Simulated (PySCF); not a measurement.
Gas-phase reaction: 3 TiCl4 + TiO2 + 2 H2O ⇌ 4 TiCl3OH

Computed with PySCF (xtb for GFN2) and rigid-rotor harmonic-oscillator thermochemistry at 1 bar. † marks an energy on the PBE0/def2-TZVP geometry and frequencies; other levels use their own. MP2 and CCSD(T) freeze the core. 6-31G* has spherical d functions here. All species are closed-shell singlets. B3LYP is the form with VWN-RPA correlation. TiCl3OH: computed as isolated molecules; such fragments, hydroxides, amides, oligomers or adducts are transient or little studied in the gas. MP2 isn't extrapolated to the basis-set limit. CCSD(T) isn't extrapolated to the basis-set limit. Warning, large T1 diagnostic: TiCl4, TiCl3OH, TiO2 (CCSD(T)/def2-SVP†). Warning, point group unlike the PBE0 one: TiCl3OH (GFN2-xTB).

| level | ΔH°(298 K), kJ |
|---|---|
| B3LYP/6-31G* | -602 |
| B3LYP/def2-TZVP† | ___ |
| CCSD(T)/def2-SVP† | ___ |
| GFN2-xTB | -849 |
| HF/def2-TZVP† | -699 |
| MP2/def2-SVP† | -484 |
| PBE/def2-SVP | -569 |
| PBE0/def2-SVP† | ___ |
| ωB97M-V/def2-TZVP† | ___ |

Q: Complete the blanks.

A: 
- B3LYP/def2-TZVP†, ΔH°(298 K), kJ: -550
- CCSD(T)/def2-SVP†, ΔH°(298 K), kJ: -560
- PBE0/def2-SVP†, ΔH°(298 K), kJ: -600
- ωB97M-V/def2-TZVP†, ΔH°(298 K), kJ: -580
